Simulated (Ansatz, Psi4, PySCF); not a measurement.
CH6GeO4 (SMILES C[O][Ge]([OH])([OH])[OH]), singlet, geometry from GFN2-xTB, atoms displaced at random by about 0.08 Å a coordinate. Base run: PBE0/STO-3G, gradient (PySCF).

Input for PySCF:
```python
from pyscf import gto, scf, dft

mol = gto.M(
    atom='''
C     2.425476   -0.389056   -0.021199
O     1.264327    0.408794    0.125266
Ge   -0.327257    0.033176   -0.004131
O    -0.894173   -0.897722    1.383516
O    -1.055406    1.695422    0.020382
O    -0.649402   -0.946841   -1.398937
H     2.178146   -1.196176   -0.953692
H     2.558653   -1.239735    0.724483
H     3.342423    0.121112   -0.232112
H    -1.022047   -0.255583    2.146281
H    -0.763675    2.112633   -0.547646
H    -1.247147   -1.362566   -1.352647
''',
    basis='sto-3g',
    charge=0,
    spin=0,
    verbose=4,
)

mf = dft.RKS(mol)
mf.xc = 'pbe0'
mf.kernel()
g = mf.nuc_grad_method()
grad = g.kernel()
```

Programs used: Ansatz (a program for electronic structure), Psi4, PySCF; a row that names a program was run with it.

The coordinate followed is z of atom 12.

The base run was repeated with changes; each row names its change, and settings that it needs were set with it.

| change | dE/dx (Eh/bohr) | net force (Eh/bohr) |
|---|---|---|
| base | -0.046981 | 0.000150 |
| finite difference step (bohr) = 1e-5; conv_tol = 1e-11 | -0.046992 | - |
| grid_response = on | -0.046991 | 0.000000 |
| code = ansatz | -0.046981 | 0.000000 |
| grids.level = 0; grid_response = off | -0.047373 | 0.011939 |
| conv_tol = 1e-6 | -0.046984 | 0.000150 |
| finite difference step (bohr) = 1e-3; conv_tol = 1e-11 | -0.046990 | - |
| finite difference step (bohr) = 1e-4; conv_tol = 1e-11 | -0.046990 | - |
| conv_tol = 1e-4 | -0.046976 | 0.000150 |
| finite difference step (bohr) = 0.01; conv_tol = 1e-11 | -0.046983 | - |
| grids.level = 1; grid_response = off | -0.046986 | 0.000575 |
| code = psi4 | -0.046981 | 0.000514 |

The net force is zero for an exact gradient.
